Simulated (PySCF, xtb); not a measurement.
CH3F3OSi, SMILES O[SiH2]C(F)(F)F.

GFN2-xTB run with xtb 6.7.1 at its own geometry gives an orbital gap of 5.92 eV and a dipole moment of 3.53 D.

Geometry: PBE0-D3(BJ)/def2-SVP. Other conformers were not sampled.

Problem. What does PBE/def2-TZVP (PySCF) give? (The exact figures need the calculation; the answer reports its results.)

Solution. gap 6.30 eV (levels -7.48 and -1.18 eV), dipole 1.84 D.
